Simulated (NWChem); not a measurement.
C$_{2}$H$_{5}$ClGe; SMILES C=[CH][GeH2][Cl]

```xyz
9

Ge    -0.7376    -0.0556     0.0000
Cl     0.9150    -1.4647     0.0000
C      0.0223     1.7222     0.0000
C      1.3356     1.9594     0.0000
H     -1.5677    -0.3392     1.2622
H     -1.5677    -0.3392    -1.2622
H     -0.6818     2.5645     0.0000
H      1.7361     2.9792     0.0000
H      2.0637     1.1407     0.0000
```
Atoms are numbered in this order, from 1.

Geometry: optimised at PBE0/def2-SVP.

Task: Give the principal values of the shielding tensors (ppm) of Ge1, Cl2, C3, C4 from PBE0/pcSseg-1, GIAO (NWChem), with their diamagnetic and paramagnetic parts as GIAO splits them.

Result: 
```tsv
atom	σ11	σ22	σ33	isotropic	diamagnetic	paramagnetic
Ge1	1223.7	1337.8	1532.9	1364.8	2756.0	-1391.2
Cl2	1024.7	1059.7	1064.5	1049.6	1148.2	-98.5
C3	-63.9	43.7	161.9	47.2	260.0	-212.8
C4	-90.8	35.8	169.7	38.2	256.2	-218.0
```
